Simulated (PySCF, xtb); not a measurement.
H6NSi2, SMILES [SiH2]N[SiH3] (connectivity only; charge and spin as stated), charge +1, multiplicity 1.

xtb with GFN2-xTB at its own geometry gives an orbital gap of 3.28 eV.

The structure is a stationary point at TPSSh-D3(BJ)/def2-SVP. The spin state was assumed, not searched. The isomer is the one that the SMILES or the coordinates give; other isomers of the formula were not compared.

Task: What does PySCF with ωB97X/def2-TZVPD give? (An estimate is asked for; the answer gives what the named calculation found.)

Result: gap 10.55 eV (levels -16.18 and -5.63 eV).
